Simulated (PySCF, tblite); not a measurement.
Isomers of C8H10NP. Computed values, GFN2-xTB/tblite, gas phase, harmonic and unscaled. The method is semi-empirical: single wavenumbers can be off by several per cent or more. Modes of hydrogen on phosphorus can be 10 to 20 % off. One conformer each.

Electronic energies: PBE0-D3(BJ)/def2-SVP at its own geometries (PySCF, gas phase).

```tsv
SMILES	electronic energy, lowest = 0 (kJ/mol)
NP1Cc2ccccc2C1	0.0
C=C(C)Pc1ccncc1	160.0
C=P1(c2ccncc2)CC1	350.1
```

**Question.** How do GFN2-xTB zero-point energies change the relative energies?

**Answer.** 
| SMILES | ZPE (kJ/mol) | of it from modes above 1550 cm⁻¹ | electronic (kJ/mol) | with ZPE, lowest = 0 (kJ/mol) | lowest mode (cm⁻¹) | rings |
| --- | --- | --- | --- | --- | --- | --- |
| NP1Cc2ccccc2C1 | 415.2 | 204.0 | 0.0 | 0.0 | 70 | 2 |
| C=C(C)Pc1ccncc1 | 405.0 | 197.0 | 160.0 | 149.9 | 27 | 1 |
| C=P1(c2ccncc2)CC1 | 402.0 | 190.6 | 350.1 | 336.9 | 27 | 2 |

The zero-point energies span 13.2 kJ/mol, from `C=P1(c2ccncc2)CC1` to `NP1Cc2ccccc2C1`. The order is unchanged.

**Question.** And how do the electronic energies of GFN2-xTB itself compare?

**Answer.** `NP1Cc2ccccc2C1` 0.0; `C=C(C)Pc1ccncc1` 166.1; `C=P1(c2ccncc2)CC1` 351.6 kJ/mol, lowest = 0. Against the energies above, taken from the same isomer `NP1Cc2ccccc2C1`, the largest difference is 6.1 kJ/mol. The two levels were optimised apart and needn't hold the same conformer.

**Question.** What do entropy and thermal enthalpy add at 298.15 K and 1 bar (rigid rotor, harmonic oscillator, one conformer each)?

**Answer.** 
| SMILES | point group | symmetry number | S (J/(mol K)) | H − H(0) (kJ/mol) | ZPE + H − H(0) − TS (kJ/mol) |
| --- | --- | --- | --- | --- | --- |
| NP1Cc2ccccc2C1 | C1 | 1 | 389.4 | 26.69 | 325.8 |
| C=C(C)Pc1ccncc1 | C1 | 1 | 433.3 | 30.16 | 306.0 |
| C=P1(c2ccncc2)CC1 | Cs | 1 | 422.4 | 29.61 | 305.6 |
